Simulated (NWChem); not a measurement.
Species: ScN₂H₄F; SMILES [Sc]([F])([NH2])[NH2]

```xyz
8

Sc     0.0000     0.0000     0.0540
F      0.0000     0.0000     1.8927
N     -1.7028     0.0000    -0.9406
H     -1.8095     0.0000    -1.9540
H     -2.6416     0.0000    -0.5456
N      1.7028     0.0000    -0.9406
H      1.8095     0.0000    -1.9540
H      2.6416     0.0000    -0.5456
```
Atoms are numbered in this order, from 1.

Program: NWChem. The geometry was optimised at PBE0/def2-SVP. Vertical excitations in the gas phase.

Task: Predict the results for Hartree-Fock/def2-SVP, TDHF. Quantities: lowest excitation, singlet (eV); lowest state with f > 0.02, singlet (eV); orbital gap (eV).

Result: 
- lowest excitation, singlet (eV): 5.97
- lowest state with f > 0.02, singlet (eV): 6.11
- orbital gap (eV): 11.22
